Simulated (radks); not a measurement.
Coulomb parameter of the 4f shell of the gadolinium ion Gd3+ in the model configuration [Xe] 4f5 5d2, as a second difference U = [E(n + 1) + E(n - 1) - 2 E(n)] / (1)^2 with all orbitals relaxed. "Bare": the charge of the atom changes with n. "Screened": the 5d shell takes up the change at fixed total charge, which measures U(4f,4f) + U(5d,5d) - 2 U(4f,5d). All-electron calculation, scalar-relativistic Kohn-Sham, BLYP, spin-unpolarised, spherical densities, finite nucleus; Fermi nuclear charge, rms radius 5.1569 fm. Program: a radial shooting solver on a logarithmic mesh with Libxc functionals.

case         configuration  E - E(n) (eV)
start         [Xe] 4f5 5d2          0.000
bare +1       [Xe] 4f6 5d2        -38.640
bare -1       [Xe] 4f4 5d2         59.145
screened +1   [Xe] 4f6 5d1        -17.153
screened -1   [Xe] 4f4 5d3         23.496

U(bare) = 20.505 eV, U(screened by 5d) = 6.343 eV, against the Slater integral F0(4f,4f) = 32.472 eV with frozen orbitals.
